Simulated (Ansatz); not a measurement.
Consider the hydrogenolysis of the Si–C bond: `CC[Se][SiH2]C` + H₂ → `CC[Se][SiH3]` + CH₄.

Gas-phase electronic energies from Ansatz, PBE0-D4/def2-TZVP geometries. CBS: MP2 limit from def2 TZ/QZ plus the TZ coupled-cluster correction, frozen cores. This one scheme is used for every species. DFT in def2-TZVPP. B3LYP here is the variant with VWN-RPA as its local correlation; programs differ in this. For Se outer-core shells are correlated without core-valence functions, which leaves a few kJ/mol of doubt a bond. Scalar relativity is left out up to krypton. One conformer a species, not always the lowest.

```
             level  ΔE (kJ/mol)  difference from CCSD(T)/CBS
            PBE-D4        -20.0                          1.4
         r2SCAN-D4        -21.2                          0.2
           PBE0-D4        -22.5                         -1.1
          B3LYP-D4        -25.0                         -3.6
           ωB97X-V        -24.5                         -3.1
           ωB97M-V        -22.1                         -0.7
            B2PLYP        -29.9                         -8.5
               PBE        -26.8                         -5.4
            r2SCAN        -23.1                         -1.7
              PBE0        -28.5                         -7.1
             B3LYP        -35.9                        -14.5
     HF/def2-TZVPP        -47.6                        -26.2
    MP2/def2-TZVPP        -18.5                          2.9
SCS-MP2/def2-TZVPP        -25.3                         -3.9
   CCSD/def2-TZVPP        -28.7                         -7.3
CCSD(T)/def2-TZVPP        -24.4                         -3.0
     HF/def2-QZVPP        -47.4                        -26.0
    MP2/def2-QZVPP        -16.7                          4.7
SCS-MP2/def2-QZVPP        -23.6                         -2.2
      HF/CBS(def2)        -47.3                        -25.9
     MP2/CBS(def2)        -15.5                          5.9
    CCSD/CBS(def2)        -25.7                         -4.3
       CCSD(T)/CBS        -21.4                            0
```

Largest T1 diagnostic among the species: 0.009.

The D4 term adds +10.8 kJ/mol with B3LYP and +6.0 kJ/mol with PBE0; it sums over pairs of atoms, weighted by their polarisabilities, and B3LYP, whose exchange is more repulsive, gets the larger term. In def2-TZVPP, CCSD(T) changes the Hartree–Fock value by +23.2 kJ/mol (the triples alone add +4.3 kJ/mol) and MP2 by +29.1 kJ/mol.
